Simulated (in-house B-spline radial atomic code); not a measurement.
Sn4+: [Kr] 4d10

Method: non-relativistic PBE0, spin-polarised, spherical fractional occupations, exact exchange averaged over the configuration, point nucleus. Calculated with a B-spline radial code for spherical atoms.

Screening seen three ways: the hydrogenic charge with the same mean radius, Z_r = [3n² - l(l+1)]/(2<r>), the one with the same energy, Z_e = n√(-2ε), and Slater's rules. Values are occupation-weighted means over spin.

```json
{"shell": "1s", "electrons": "2", "ε (eV)": "-28104", "<r> (bohr)": "0.03042", "Z_r": "49.31", "Z_e": "45.45", "Slater": "49.70"}
{"shell": "2s", "electrons": "2", "ε (eV)": "-4205.2", "<r> (bohr)": "0.1314", "Z_r": "45.66", "Z_e": "35.16", "Slater": "45.85"}
{"shell": "2p", "electrons": "6", "ε (eV)": "-3934.1", "<r> (bohr)": "0.1121", "Z_r": "44.60", "Z_e": "34.01", "Slater": "45.85"}
{"shell": "3s", "electrons": "2", "ε (eV)": "-852.38", "<r> (bohr)": "0.352", "Z_r": "38.35", "Z_e": "23.75", "Slater": "38.75"}
{"shell": "3p", "electrons": "6", "ε (eV)": "-740.19", "<r> (bohr)": "0.3432", "Z_r": "36.42", "Z_e": "22.13", "Slater": "38.75"}
{"shell": "3d", "electrons": "10", "ε (eV)": "-532.75", "<r> (bohr)": "0.3144", "Z_r": "33.40", "Z_e": "18.77", "Slater": "28.85"}
{"shell": "4s", "electrons": "2", "ε (eV)": "-172.39", "<r> (bohr)": "0.8487", "Z_r": "28.28", "Z_e": "14.24", "Slater": "22.25"}
{"shell": "4p", "electrons": "6", "ε (eV)": "-134.52", "<r> (bohr)": "0.8971", "Z_r": "25.64", "Z_e": "12.58", "Slater": "22.25"}
{"shell": "4d", "electrons": "10", "ε (eV)": "-71.232", "<r> (bohr)": "1.061", "Z_r": "19.80", "Z_e": "9.15", "Slater": "10.85"}
```

The least bound orbital is 4d at -71.23 eV, and it is also the most diffuse (<r> = 1.061 bohr).
